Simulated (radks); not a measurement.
Values are calculated unless marked as measured or tabulated.
Question: Coherent X-ray form factor from a spherical all-electron density. Code: a radial shooting solver on a logarithmic mesh with Libxc functionals. Model: Dirac Kohn-Sham, PBE, spin-unpolarised, spherical densities, point nucleus.

sin(theta)/lambda (1/angstrom)  f0 (electrons)
0.05                                    78.092
0.1                                     75.605
0.15                                    72.090
0.2                                     68.114
0.25                                    64.078
0.3                                     60.210
0.4                                     53.315
0.5                                     47.580
0.6                                     42.798
0.8                                     35.143
1                                       29.102
1.25                                    23.312
1.5                                     19.320
2                                       14.958

The species is in the configuration that NIST lists as its ground one. Which atom or ion scatters so?

Answer: The mercury ion Hg+, [Xe] 4f14 5d10 6s1. Extrapolating in s^2 from the first two rows gives f0(0) = 78.9, near the electron count 79; among species with that count, the fall with angle is slower the higher Z, and the table is that of Z = 80; from so few rows the species is fixed only to a neighbour or two.
